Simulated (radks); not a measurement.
Problem. Hf34+, configuration [Kr] 4d2. Method: Dirac Kohn-Sham, PBE, spin-unpolarised, spherical densities, point nucleus; open shells are shared between the two j in proportion to 2j + 1; computed with a radial shooting solver on a logarithmic mesh with Libxc functionals. Some entries of the table are withheld. Estimate them.

orbital  occ.  eigenvalue (eV)  r(max) (bohr)
1s1/2       2        -66588.26        0.01190
2s1/2       2        -12534.62        0.06824
2p1/2       2        -12033.68            (1)
2p3/2       4        -10841.42            (2)
3s1/2       2        -3892.947         0.1916
3p1/2       2        -3674.255         0.1795
3p3/2       4        -3412.931         0.1929
3d3/2       4              (3)         0.1513
3d5/2       6              (4)         0.1550
4s1/2       2        -1713.375         0.4154
4p1/2       2        -1620.635         0.4121
4p3/2       4        -1541.948         0.4343
4d3/2     0.8              (5)            (6)
4d5/2     1.2              (7)            (8)
5s1/2       0        -956.7230         0.7582
5p1/2       0              (9)         0.7669
5p3/2       0             (10)         0.7980

Solution. 
(1) 2p1/2 r(max) (bohr): 0.05092
(2) 2p3/2 r(max) (bohr): 0.05754
(3) 3d3/2 eigenvalue (eV): -3048.416
(4) 3d5/2 eigenvalue (eV): -2991.086
(5) 4d3/2 eigenvalue (eV): -1391.516
(6) 4d3/2 r(max) (bohr): 0.4195
(7) 4d5/2 eigenvalue (eV): -1374.725
(8) 4d5/2 r(max) (bohr): 0.4257
(9) 5p1/2 eigenvalue (eV): -913.5315
(10) 5p3/2 eigenvalue (eV): -880.8364
